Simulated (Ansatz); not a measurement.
C₅H₉O₂, doublet, at a GFN2-xTB geometry; MP2/def2-SVP (Ansatz, a program for electronic structure).

Here is a job for Ansatz.
Ansatz 0.2 input:
```yaml
crystal:
  periodic: [false, false, false]
  atoms:
    - {symbol: C, position_ang: [-1.93226118, -0.87877838, -1.08309144]}
    - {symbol: C, position_ang: [-1.16615806, -0.14511909, -0.07081910]}
    - {symbol: C, position_ang: [-1.75632854, 1.22564485, 0.26526519]}
    - {symbol: O, position_ang: [0.19073755, 0.01307569, -0.54660046]}
    - {symbol: C, position_ang: [1.17683098, -0.11673203, 0.33964215]}
    - {symbol: C, position_ang: [2.51978152, 0.05901122, -0.32114520]}
    - {symbol: O, position_ang: [1.00976696, -0.36191531, 1.50618197]}
    - {symbol: H, position_ang: [-1.44871035, -1.62616847, -1.67889592]}
    - {symbol: H, position_ang: [-2.96093549, -0.64248765, -1.26083837]}
    - {symbol: H, position_ang: [-1.08549622, -0.72327435, 0.87341570]}
    - {symbol: H, position_ang: [-1.76997595, 1.85092644, -0.62406514]}
    - {symbol: H, position_ang: [-2.77012522, 1.10472935, 0.63505391]}
    - {symbol: H, position_ang: [-1.15615889, 1.71025297, 1.03154598]}
    - {symbol: H, position_ang: [2.90572232, -0.92450228, -0.58295465]}
    - {symbol: H, position_ang: [2.41993657, 0.65210946, -1.22451736]}
    - {symbol: H, position_ang: [3.21051858, 0.52497187, 0.37549431]}
basis:
  gaussian:
    orbitals: def2-SVP
magnetization: {spin_polarized: true, initial_magnetization: 1}
correlation: {method: mp2, electrons: outside_noble_gas}
accuracy: high
```

It wrote (shortened):

```
Functional definition: HF
3570 factors; integrals over basis functions are off by at most 1.4e-8 eV
mean field evaluation 1: about -9355.7545 eV, gradient 3.2e1 eV
mean field evaluation 2: about -9355.9373 eV, gradient 3.2e1 eV
mean field evaluation 4: about -9361.1173 eV, gradient 4.5e0 eV
mean field evaluation 8: about -9361.2682 eV, gradient 5.4e-1 eV
mean field evaluation 16: about -9361.2732 eV, gradient 2.1e-6 eV
mean field -9361.27319557 eV, -344.0204446384 hartree, gradient 6.5e-8 eV, S^2 0.761828; 0 other end points of the search recorded, 0 dependent functions left out
7 core orbitals not correlated
reference -9361.27319557 eV, -344.0204446384 hartree; 21, 20 occupied and 115, 116 virtual orbitals, 3570 factors
second order -27.95395706 eV of doubles, -0.00000000 eV of singles
Total energy: -9389.22715263 eV, -345.0477336124 hartree
```
